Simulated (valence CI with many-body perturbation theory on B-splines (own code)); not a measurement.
Questions on Tm²⁹⁺

Calculated by relativistic CI+MBPT: four valence electrons over a frozen Dirac-Fock core [Kr], radial functions for each j: 9 s, 9 p, 10 d, 8 f, 5 g, 3 h, 1 i, with the one-electron correlation potential Σ1 (screened to all orders), the two-electron term Σ2, the three-electron term Σ3, Breit, model QED; selected single and double excitations, second order for the rest (own B-spline code, finite nucleus).

The last digits are not significant, and no measured levels were compared; by estimate large intervals hold to a few tenths of a per cent, small ones and those within an open d or f shell to about a per cent. Only levels of the ground parity were solved; by the run's estimate the other parity begins above the list, which can be wrong where configurations are misplaced.

Levels are named by their leading jj configuration (3d3/2^4 stands for four electrons in 3d with j = 3/2), which in mixed levels can hold well under half, so a name can repeat and another be missing.

Rates and lifetimes use the calculated energies. Strong lines usually hold to 10 to 20 %, long lifetimes can be off by a factor of two.

Problem. What is the ground level?

Solution. (4d3/2^4) J=0, composition 55 % 4d⁴ ³P + 34 % 4d⁴ ⁵D + 11 % 4d⁴ ¹S.

Problem. What is the ionisation energy?

Solution. 1111.4 eV; NIST lists 1110 ± 4 eV (theoretical).

Problem. Name the longest-lived excited levels whose lifetime is computed, and their main decay.

Solution. (4d3/2^2 4d5/2^2) J=6 at 25.572 eV lives 127 ms, mostly by M1 to (4d3/2^2 4d5/2^2) J=5. The lifetime of (4d3/2^3 4d5/2) J=4 is too uncertain to give, and may be longer.

Problem. How well does LS coupling describe the low levels?

Solution. Among the lowest 20 levels the leading LS term, summed over configurations, holds 48 % on average. For single configurations the figures are 48 % in LS and 88 % in jj coupling. Terms mix most in the J = 4 level at 13.320 eV, where the leading one holds 30 %.
